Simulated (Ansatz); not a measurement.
Program: Ansatz. Geometries: PBE0-D4/def2-TZVP. ΔE: electronic, gas phase. CCSD(T)/CBS adds triple-zeta CCSD(T) − MP2 to the extrapolated MP2 energy (def2 sets, frozen cores). Functionals use def2-TZVPP. B3LYP here is the variant with VWN-RPA as its local correlation; programs differ in this. def2 core potentials past Kr. For Sn outer-core shells are correlated without core-valence functions, which leaves a few kJ/mol of doubt a bond. One conformer a species, not always the lowest.

Reaction (formal exchange of groups at the Sn–C bond): `C[CH](C)[Sn][OH]` + `OCS` → `[OH][Sn][SH]` + `CC(C)CO`

```
           species  B3LYP-D4 energy (Eh)
`C[CH](C)[Sn][OH]`            -408.85647
             `OCS`            -514.00306
    `[OH][Sn][SH]`            -689.13760
         `CC(C)CO`            -233.78641
```

(1) Work out ΔE.

Largest T1 diagnostic among the species: 0.017.

## Answers

(1) ΔE = (-689.13760) + (-233.78641) − (-408.85647) − (-514.00306) = -0.06448 Eh = -169.3 kJ/mol. CCSD(T)/CBS gives -168.1 kJ/mol.

The D4 term adds +4.7 kJ/mol with B3LYP and +2.4 kJ/mol with PBE0; it sums over pairs of atoms, weighted by their polarisabilities, and B3LYP, whose exchange is more repulsive, gets the larger term. In def2-TZVPP, CCSD(T) changes the Hartree–Fock value by +18.5 kJ/mol (the triples alone add +1.9 kJ/mol) and MP2 by +17.1 kJ/mol. From PBE to PBE0 (25 % exact exchange), in def2-TZVPP and without D4, ΔE moves by −4.4 kJ/mol.
